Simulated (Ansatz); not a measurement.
Saddle point of SnNH7, closed shell (SnNH₅ ([NH2][SnH3]) + H₂ → SnH₄ + NH₃; bonds formed: Sn1–H7, N2–H6; bonds broken: Sn1–N2, H6–H7), PBE0-D4/def2-TZVP structure:

Sn1  (-0.818, 0.311, -0.501)
N2  (0.974, 0.030, 0.713)
H3  (-0.535, 0.232, -2.176)
H4  (-0.960, 1.997, -0.113)
H5  (-2.205, -0.440, 0.133)
H6  (0.757, -1.092, 0.230)
H7  (0.104, -1.703, -0.419)
H8  (0.871, 0.144, 1.717)
H9  (1.812, 0.522, 0.415)
(Å)

Energies are electronic, without zero-point energy. Barriers and step energies count from the start structure reached by relaxing down the imaginary mode; all methods use the PBE0-D4 structures, on which another method's saddle can fall below an end. Program: Ansatz 0.2.0. Basis: def2-TZVPP, with def2-QZVPP for the basis limit. Cores are frozen in the correlated methods. Filled d shells of the heavier atoms are correlated. Core potentials replace the inner electrons of the atoms past krypton. The def2 sets are not built for correlating such inner shells, so the correlated values are less sure here. B3LYP uses VWN-RPA correlation. Extrapolation: Hartree–Fock as exp(−7.88 √X), correlation as X^−2.97.

```json
{"method": "SPW92", "barrier (kJ/mol)": "?", "step energy (kJ/mol)": "-53.8"}
{"method": "PBE-D4", "barrier (kJ/mol)": "122.8", "step energy (kJ/mol)": "-43.1"}
{"method": "BLYP-D4", "barrier (kJ/mol)": "137.4", "step energy (kJ/mol)": "-38.0"}
{"method": "r2SCAN-D4", "barrier (kJ/mol)": "133.9", "step energy (kJ/mol)": "-43.5"}
{"method": "B97M-V", "barrier (kJ/mol)": "131.4", "step energy (kJ/mol)": "-55.2"}
{"method": "PBE0-D4", "barrier (kJ/mol)": "134.2", "step energy (kJ/mol)": "-48.5"}
{"method": "B3LYP-D4", "barrier (kJ/mol)": "145.3", "step energy (kJ/mol)": "-43.6"}
{"method": "r2SCAN0-D4", "barrier (kJ/mol)": "141.9", "step energy (kJ/mol)": "-48.4"}
{"method": "BHLYP-D4", "barrier (kJ/mol)": "?", "step energy (kJ/mol)": "-49.5"}
{"method": "CAM-B3LYP-D4", "barrier (kJ/mol)": "149.6", "step energy (kJ/mol)": "-46.9"}
{"method": "wB97X-V", "barrier (kJ/mol)": "153.6", "step energy (kJ/mol)": "-45.4"}
{"method": "wB97M-V", "barrier (kJ/mol)": "150.4", "step energy (kJ/mol)": "-47.3"}
{"method": "B2PLYP", "barrier (kJ/mol)": "?", "step energy (kJ/mol)": "-41.2"}
{"method": "PBE-QIDH", "barrier (kJ/mol)": "150.3", "step energy (kJ/mol)": "-46.1"}
{"method": "RPA on PBE", "barrier (kJ/mol)": "160.6", "step energy (kJ/mol)": "-41.3"}
{"method": "HF", "barrier (kJ/mol)": "194.7", "step energy (kJ/mol)": "-54.4"}
{"method": "MP2", "barrier (kJ/mol)": "162.9", "step energy (kJ/mol)": "-36.2"}
{"method": "CCSD", "barrier (kJ/mol)": "165.4", "step energy (kJ/mol)": "-46.8"}
{"method": "CCSD(T)", "barrier (kJ/mol)": "159.4", "step energy (kJ/mol)": "-43.4"}
```

Problem. Fill in the withheld barriers. (An estimate is asked for; the value comes from the calculation.)

Solution. The calculation gives: BHLYP-D4 158.5; SPW92 91.9; B2PLYP 156.2 kJ/mol. Each is the energy of the saddle less that of the start structure, by the same method.

For comparison, the barrier by CCSD(T) at an estimated basis limit (MP2 extrapolated from triple and quadruple zeta, plus CCSD(T) − MP2 in triple zeta) is 155.6 kJ/mol.

The T1 diagnostic stays at or below 0.014.

Labels in which every atom is bracketed show which atoms are joined, not bond orders.

For scale, one of the runs: CCSD(T)/def2-TZVPP, 179 basis functions (an equivalent command: `ansatz run in.yaml --threads 2`). Time: 35 s of wall clock on 2 CPU threads; the host was shared. Peak host memory: 2.1 GiB.
